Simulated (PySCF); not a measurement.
TlZn⁺: one state, many levels of theory

State: ¹Σ⁺ (singlet), closed shell. Set-up: basis Tl def2-SVP with ECP60, Zn def2-SVP; scalar-relativistic core potentials; PySCF 2.14. De refers to Tl⁺ + Zn in their ground configurations, without counterpoise correction. A positive dipole points towards Zn; it is taken about the centre of mass and depends on that origin.

| Level | Re (Å) | ωe (cm⁻¹) | De (eV) | μ (D) |
| --- | --- | --- | --- | --- |
| RHF-MP2 | 3.142 | 89.2 | n/a | n/a |
| RHF-SCS-MP2 | 3.198 | 83.3 | n/a | n/a |
| RHF-CCSD | 3.201 | 82.3 | n/a | n/a |
| RHF-CCSD(T) | 3.177 | 84.8 | n/a | n/a |
| LDA | 2.939 | 107 | n/a | 1.61 |
| PBE | 3.085 | 91.2 | n/a | 1.41 |
| TPSS | 3.065 | 92.8 | n/a | 1.62 |
| r²SCAN | 3.048 | 94.9 | n/a | 1.59 |
| PBE0 | 3.113 | 90.2 | n/a | 1.43 |
| M06 | 3.126 | 87.9 | n/a | 0.35 |

Problem. What does the step from GGA to meta-GGA do here, going from PBE to r²SCAN?

Solution. r²SCAN less PBE: -3.7 pm in Re, +4.1 % in ωe. 

Problem. What does the gradient correction do here, going from LDA to PBE?

Solution. PBE less LDA: +14.6 pm in Re, -14.8 % in ωe. The gradient correction favours the more uneven density of free atoms, so it tends to lengthen bonds and takes away much of the overbinding of LDA; so it does here.

Correlated steps freeze 9 core orbitals. Closed-shell solutions of metal pairs were not tested for spin polarisation, which can lower them a little. Spin–orbit coupling is left out.
